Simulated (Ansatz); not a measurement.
Coupled-cluster diagnostics for the cluster Al2Sb, Ansatz.

Geometry of the doublet (PBE-D4/def2-TZVP):

| atom | x (Å) | y (Å) | z (Å) |
| --- | --- | --- | --- |
| Al1 | -0.035 | -0.020 | 0.007 |
| Al2 | 2.063 | 1.351 | -0.483 |
| Sb3 | -2.028 | -1.331 | 0.476 |

In the def2 sets Sb takes a core potential; there is no spin–orbit coupling. Correlated methods freeze 14 core orbitals; core or outer-core shells of Sb are correlated, in sets that lack core-valence functions. Another isomer (doublet) lies 1.37 eV lower at PBE0-D4/def2-TZVP; other spin states weren't run for this one.

**Question.** Estimate the CCSD(T) correlation energy, the shares of MP2 and (T), T1 and the reference's ⟨S²⟩ for: charge 0, doublet, own geometry in def2-TZVPP; and the rough time on 4 threads of Arm Neoverse V1 on a shared host.

**Answer.** 
```csv
state,basis,correlation (eV),MP2 share (%),(T) share (%),T1,⟨S²⟩ (pure),wall time,remarks
"charge 0, doublet, own geometry",def2-TZVPP,-12.308,89.7,5.4,0.065,2.46 (0.75),14 s,"large T1, spin-contaminated"
```
Customary marks for T1 are 0.02 (closed shells), 0.045 (open shells) and about 0.05 (3d metals). T1 exceeds 0.02 in 1 of 1 rows and 0.045 in 1; the higher it lies, the less the single-reference result can be trusted.
